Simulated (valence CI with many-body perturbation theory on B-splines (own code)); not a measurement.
**Pb⁴²⁺: magnetic and hyperfine properties of the levels**

Calculated by configuration interaction combined with many-body perturbation theory (CI+MBPT): four valence electrons over a frozen Dirac-Fock core [Kr], radial functions for each j: 9 s, 9 p, 10 d, 8 f, 5 g, 3 h, 1 i, with the one-electron correlation potential Σ1 (screened to all orders), the two-electron term Σ2, the three-electron term Σ3, Breit, model QED; selected single and double excitations, second order for the rest (own B-spline code, finite nucleus).

No measured spectrum was set against this ion. As an estimate, large intervals hold to a few tenths of a per cent, small ones and those within an open d or f shell to about a per cent. Only levels of the ground parity were solved; by the run's estimate the other parity begins above the list, which can be wrong where configurations are misplaced.

A/g_I is the dipole constant over the nuclear g factor μ/I (μ in nuclear magnetons, uniformly magnetised nucleus), B/Q the quadrupole constant per barn. Both hold the static response of the core; the bare values leave it out. Large factors of s and p1/2 electrons are usually good to 5 to 10 %; those of open d and f shells near neutrality can be off by tens of per cent, and small factors of p3/2, d and f electrons come from cancelling terms and can be off by a factor of two or in sign, in half-filled shells by more. B is blank for J = 1/2, where it vanishes, and for nearly pure S terms. Energies count from the lowest level. Levels with J = 0 are left out.

Levels are named by their leading jj configuration (3d3/2^4 stands for four electrons in 3d with j = 3/2), which in mixed levels can hold well under half, so a name can repeat and another be missing. Letters in brackets count levels of one name in rising energy.

| Level | E (cm⁻¹) | g | A/g_I (MHz) | A/g_I bare | B/Q (MHz/b) | B/Q bare |
| --- | --- | --- | --- | --- | --- | --- |
| (4d3/2^3 4d5/2) J=1 | 221290 | 1.496 | -3990 | -2560 | 7530 | 7230 |
| (4d3/2^3 4d5/2) J=4 | 267680 | 1.065 | 24300 | 24200 | 1710 | 1430 |
| (4d3/2^3 4d5/2) J=2 | 275280 | 1.205 | 15900 | 16300 | 23900 | 23100 |
| (4d3/2^3 4d5/2) J=3 | 287140 | 1.119 | 21700 | 21800 | 19000 | 18300 |
| (4d3/2^2 4d5/2^2) J=2 [a] | 476890 | 1.287 | 5610 | 6300 | 14200 | 13700 |
| (4d3/2^2 4d5/2^2) J=4 [a] | 487770 | 1.146 | 19200 | 19400 | -10300 | -10100 |
| (4d3/2^2 4d5/2^2) J=3 [a] | 492220 | 1.181 | 15300 | 15600 | 3500 | 3360 |
| (4d3/2^2 4d5/2^2) J=5 | 509250 | 1.084 | 22000 | 21900 | 20600 | 19800 |
| (4d3/2^2 4d5/2^2) J=6 | 522460 | 1.072 | 23400 | 23400 | 25900 | 25000 |
| (4d3/2^2 4d5/2^2) J=1 | 523620 | 1.070 | 26100 | 26000 | 3650 | 3490 |
| (4d3/2^2 4d5/2^2) J=3 [b] | 536150 | 1.067 | 25200 | 25100 | 5190 | 5010 |
| (4d3/2^2 4d5/2^2) J=4 [b] | 539920 | 1.033 | 25200 | 25000 | -6060 | -5760 |
| (4d3/2^2 4d5/2^2) J=2 [b] | 544440 | 1.077 | 22900 | 22900 | 11100 | 10700 |
| (4d3/2^2 4d5/2^2) J=2 [c] | 589450 | 0.979 | 30800 | 30400 | -4000 | -3910 |
| (4d3/2^2 4d5/2^2) J=4 [c] | 606210 | 1.184 | 16800 | 17100 | 39500 | 38200 |
| (4d3/2^2 4d5/2^2) J=2 [d] | 649490 | 1.116 | 22300 | 22400 | -13500 | -13000 |
| (4d3/2 4d5/2^3) J=4 [a] | 743000 | 1.169 | 15600 | 15900 | -23000 | -22200 |
| (4d3/2 4d5/2^3) J=3 [a] | 746540 | 1.205 | 11600 | 12000 | 3020 | 3000 |
| (4d3/2 4d5/2^3) J=1 [a] | 764360 | 1.009 | 21500 | 21200 | 9880 | 9470 |
| (4d3/2 4d5/2^3) J=5 | 770850 | 1.139 | 18900 | 19000 | -14900 | -14400 |
| (4d3/2 4d5/2^3) J=6 | 775050 | 1.084 | 21700 | 21600 | 30100 | 29200 |
| (4d3/2 4d5/2^3) J=2 [a] | 798150 | 1.063 | 24600 | 24500 | 19300 | 18600 |
| (4d3/2 4d5/2^3) J=3 [b] | 805700 | 1.088 | 21700 | 21700 | 5230 | 5180 |
| (4d3/2 4d5/2^3) J=1 [b] | 855670 | 1.406 | 3850 | 4950 | -16400 | -15800 |
| (4d3/2 4d5/2^3) J=3 [c] | 856770 | 1.059 | 23800 | 23600 | 32200 | 31000 |
| (4d3/2 4d5/2^3) J=4 [b] | 861610 | 1.050 | 24000 | 23900 | 29700 | 28800 |
| (4d3/2 4d5/2^3) J=2 [b] | 872830 | 1.118 | 20600 | 20600 | -41700 | -40200 |
| (4d5/2^4) J=4 | 1033000 | 1.166 | 15500 | 15800 | -27400 | -26400 |
| (4d5/2^4) J=2 | 1067200 | 1.114 | 16400 | 16400 | 19600 | 18900 |

(1) Take the isotope of mass number 207, with I = 1/2, μ = 0.5906 μN. What is the hyperfine structure of (4d3/2^2 4d5/2^2) J=5?

## Answers

(1) From the table A = 25900 MHz. Shifts from the centre of gravity in MHz: F = 9/2: -77700, F = 11/2: 64800.
